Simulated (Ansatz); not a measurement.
Computed with Ansatz on PBE0-D4/def2-TZVP structures; ΔE is electronic, products minus reactants. CCSD(T)/CBS is the MP2 limit (def2-TZVPP, def2-QZVPP) plus CCSD(T) − MP2 in def2-TZVPP, frozen cores. This one scheme is used for every species. DFT in def2-TZVPP. B3LYP here is the variant with VWN-RPA as its local correlation; programs differ in this. Each species was taken in one conformer, which may not be the lowest.

Consider the ligand exchange at the Si–N bond: `[SiH3][SiH2]N[SiH2]Cl` + `[SiH3]N[SiH2]Cl` → `[SiH3]N([SiH2]Cl)[SiH2]Cl` + `N[SiH2][SiH3]`.

`[SiH3][SiH2]N[SiH2]Cl`:

Z-matrix (Å, degrees):
```
Si
Si 1 2.343
H 1 1.487 2 111.4
H 1 1.487 2 111.6 3 122.3
H 1 1.489 2 107.0 3 -118.8
N 2 1.740 1 110.9 3 -58.5
H 2 1.490 1 109.7 3 -179.6
H 2 1.491 1 108.7 3 64.1
Si 6 1.706 2 127.6 1 14.6
H 6 1.012 2 115.5 1 -179.4
Cl 9 2.064 6 113.5 2 81.0
H 9 1.479 6 108.5 2 -36.6
H 9 1.479 6 109.7 2 -160.3
```

`[SiH3]N[SiH2]Cl`:

Z-matrix (Å, degrees):
```
Si
N 1 1.734
H 1 1.484 2 106.6
H 1 1.487 2 112.3 3 120.0
H 1 1.487 2 110.5 3 -119.6
Si 2 1.708 1 127.5 3 -13.2
H 2 1.011 1 116.1 3 179.3
Cl 6 2.065 2 113.2 1 -84.2
H 6 1.479 2 109.4 1 157.8
H 6 1.477 2 108.8 1 33.9
```

`[SiH3]N([SiH2]Cl)[SiH2]Cl`:

Cartesian coordinates in Å:
```
Si 0.918 1.438 0.326
N -0.011 -0.005 -0.006
Si -1.489 0.005 -0.901
Cl -1.837 1.967 -1.428
Si 0.663 -1.459 0.633
Cl -0.602 -2.999 0.114
H 1.412 2.084 -0.912
H 0.163 2.413 1.148
H 2.085 0.944 1.113
H -2.643 -0.434 -0.088
H -1.393 -0.768 -2.157
H 0.745 -1.428 2.110
H 1.990 -1.757 0.048
```

`N[SiH2][SiH3]`:

Cartesian coordinates in Å:
```
N -0.930 1.443 0.505
Si 0.567 0.633 0.229
Si 0.117 -1.566 -0.435
H -1.650 1.411 -0.199
H -0.934 2.333 0.977
H 1.326 0.652 1.509
H 1.458 1.256 -0.801
H -0.798 -1.567 -1.612
H -0.531 -2.342 0.656
H 1.377 -2.254 -0.830
```

(1) Is it downhill or uphill in electronic energy at CCSD(T)/CBS, and by how much? (Estimate.)

(2) What do these levels give: PBE-D4, r2SCAN-D4, PBE0-D4, B3LYP-D4, ωB97X-V, PBE0, CCSD/def2-TZVPP, CCSD(T)/def2-TZVPP, HF/def2-QZVPP, MP2/def2-QZVPP, SCS-MP2/def2-QZVPP, HF/CBS(def2)? (Estimate.)

Largest T1 diagnostic among the species: 0.011.

## Answers

(1) Computed: Uphill: ΔE = +12.3 kJ/mol.

(2) Computed: PBE-D4 14.2, r2SCAN-D4 13.8, PBE0-D4 13.4, B3LYP-D4 15.7, ωB97X-V 13.9, PBE0 16.6, CCSD/def2-TZVPP 14.6, CCSD(T)/def2-TZVPP 13.1, HF/def2-QZVPP 22.9, MP2/def2-QZVPP 10.3, SCS-MP2/def2-QZVPP 12.8, HF/CBS(def2) 22.8 kJ/mol.

In def2-TZVPP, CCSD(T) changes the Hartree–Fock value by −9.8 kJ/mol (the triples alone add −1.5 kJ/mol) and MP2 by −12.1 kJ/mol. The D4 term adds −6.7 kJ/mol with B3LYP and −3.3 kJ/mol with PBE0; it sums over pairs of atoms, weighted by their polarisabilities, and B3LYP, whose exchange is more repulsive, gets the larger term.
